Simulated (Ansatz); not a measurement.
Input for Ansatz (a first-principles code): R-CCSD(T)/def2-SVPD on H5PSe (a complex), monomers drawn apart or pushed together. The run froze 19 orbitals, filled d shells among them.

Ansatz 0.2 input:
```yaml
crystal:
  periodic: [false, false, false]
  atoms:
    - {symbol: P, position_ang: [0.11565038, 0.07616293, -0.17248011]}
    - {symbol: H, position_ang: [-0.63776474, 1.26483832, -0.00582678]}
    - {symbol: H, position_ang: [0.20601362, 0.21841078, -1.58161171]}
    - {symbol: H, position_ang: [-1.03240589, -0.75251457, -0.23360111]}
    - {symbol: Se, position_ang: [0.24762565, 0.11869754, 3.10042827]}
    - {symbol: H, position_ang: [-0.06545238, -0.37025960, 4.45374713]}
    - {symbol: H, position_ang: [0.95683091, -1.12410003, 2.76895462]}
basis:
  gaussian:
    orbitals: def2-SVPD
magnetization: {spin_polarized: false}
correlation: {method: ccsd_t, electrons: outside_noble_gas}
scf: {lower_state_search: off}
```

**Question.** What total energy does the run end on?

**Answer.** -2743.4161 hartree (reference determinant -2743.0717, T1 diagnostic 0.012).

**Question.** How many basis functions does it have, and what does it roughly cost on one machine?

**Answer.** 105 functions; around 7 core-seconds (rough).
